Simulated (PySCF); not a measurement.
Hf(Cl)4(NH3) (Cl4H3HfN), SMILES [NH3]->[Hf]([Cl])([Cl])([Cl])[Cl], multiplicity 1. Atoms are numbered in the order given.

```xyz
9

Hf     0.0000     0.0000     0.0268
Cl     2.0310    -1.1726    -0.3388
Cl     0.0000     0.0000     2.3882
Cl     0.0000     2.3451    -0.3388
Cl    -2.0310    -1.1726    -0.3388
N      0.0000     0.0000    -2.4076
H      0.0000    -0.9535    -2.7988
H      0.8258     0.4768    -2.7988
H     -0.8258     0.4768    -2.7988
```
Charge 0, spin multiplicity 1.

Coordinates come from a PBE-D3(BJ)/def2-SVP optimisation. The spin state was assumed, not searched. The def2 effective core potentials stand for the cores of Hf; spin–orbit coupling is left out.

These are PySCF with CAM-B3LYP/def2-TZVP values and carry that method's errors.

ESP charges are fitted to the potential on shells at 1.4 to 2.0 van der Waals radii. Atomic charges (e):

```
atom  ESP fit  Löwdin  Mulliken
----  -------  ------  --------
Hf1      0.74   -0.40      1.20
Cl2     -0.23    0.02     -0.36
Cl3     -0.25    0.04     -0.32
Cl4     -0.23    0.02     -0.36
Cl5     -0.23    0.02     -0.36
N6      -0.89   -0.24     -0.66
H7       0.36    0.17      0.28
H8       0.36    0.17      0.28
H9       0.36    0.17      0.28
```
